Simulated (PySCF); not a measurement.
**Bond length, frequency and bond energy of CsBe⁺ by level of theory**

State: ¹Σ⁺ (singlet), closed shell. Set-up: Cs def2-SVPD with ECP46, Be def2-SVPD; scalar-relativistic core potentials (PySCF 2.14). De refers to Cs⁺ + Be in their ground configurations, without counterpoise correction. A positive dipole points towards Be; it is taken about the centre of mass and depends on that origin.

```csv
Level,Re (Å),ωe (cm⁻¹),De (eV),μ (D)
RHF-MP2,4.104,92.1,0.133,n/a
RHF-SCS-MP2,4.136,88.9,0.125,n/a
RHF-CCSD,4.167,81.7,0.100,n/a
RHF-CCSD(T),4.154,82.8,0.102,n/a
LDA,3.773,126,0.237,1.22
PBE,3.952,104,0.173,0.96
BLYP,4.077,92.3,0.138,0.83
r²SCAN,4.027,98.9,0.148,0.84
PBE0,3.956,104,0.162,0.91
B97-3,4.012,100,0.127,0.80
ωB97X,3.925,114,0.158,0.96
```

The bond length runs from 3.773 Å (LDA) to 4.167 Å (RHF-CCSD). De spans 0.10 eV (RHF-CCSD, coupled cluster) to 0.24 eV (LDA, local density).

Correlated steps freeze no core orbitals. Closed-shell solutions of metal pairs were not tested for spin polarisation, which can lower them a little. The bond is weak. Basis-set superposition, not corrected here, can be much of De in a small basis, most of all at correlated wavefunction levels. Spin–orbit coupling is left out. For an ion De counts to the pair picked by the measured ionisation energies or electron affinities, which need not be the lowest pair at this level.
